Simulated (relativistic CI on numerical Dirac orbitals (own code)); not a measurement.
# Slater and spin-orbit integrals, Gd XXXIX

These numbers are calculated, not measured: Dirac-Coulomb-Breit CI, KLI orbitals optimised for each configuration, model QED, unscaled Slater integrals (own radial code, finite nucleus).

Slater integrals F^k, G^k are unscaled and averaged over j, outside the closed core [Ne]; ζ comes from projecting the Hamiltonian with its Breit term on Σ l·s of the shell.

- 3s²3p⁶3d⁸: F^2(3d,3d) = 483800, F^4(3d,3d) = 311740, ζ(3d) = 106890 cm⁻¹; <r>(3d) = 0.21, <r^2>(3d) = 0.05134 (bohr units).
- 3s²3p⁵3d⁹: ζ(3p) = 822620, F^2(3p,3d) = 424330, G^1(3p,3d) = 460340, G^3(3p,3d) = 304640, ζ(3d) = 105860 cm⁻¹; <r>(3p) = 0.2334, <r^2>(3p) = 0.06302, <r>(3d) = 0.2104, <r^2>(3d) = 0.05151 (bohr units).
- 3s²3p⁴3d¹⁰: F^2(3p,3p) = 422340, ζ(3p) = 822060 cm⁻¹; <r>(3p) = 0.2336, <r^2>(3p) = 0.06315 (bohr units).

(1) Give the Racah parameters of the d shell in 3s²3p⁶3d⁸.

Averages of the first 10 configurations, taken without configuration mixing, which lowers the lowest level and can move excited configurations by several eV; other configurations of the list can lie among them:

| Configuration | Parity | States | Average energy above the lowest level (eV) |
| --- | --- | --- | --- |
| 3s²3p⁶3d⁸ | even | 45 | 32.1 |
| 3s²3p⁵3d⁹ | odd | 60 | 406.4 |
| 3s²3p⁴3d¹⁰ | even | 15 | 787.3 |
| 3s3p⁶3d⁹ | even | 20 | 695.5 |
| 3p⁶3d¹⁰ | even | 1 | 1367.8 |
| 3s3p⁵3d¹⁰ | odd | 12 | 1068.3 |
| 3s²3p⁶3d⁷4s | even | 240 | 1161.4 |
| 3s²3p⁶3d⁷4p | odd | 720 | 1268.8 |
| 3s²3p⁶3d⁷4d | even | 1200 | 1405.8 |
| 3s²3p⁴3d⁹4s | even | 300 | 1901.2 |

## Answers

(1) B = F²/49 − 5F⁴/441 = 6339 cm⁻¹ and C = 35F⁴/441 = 24741 cm⁻¹.
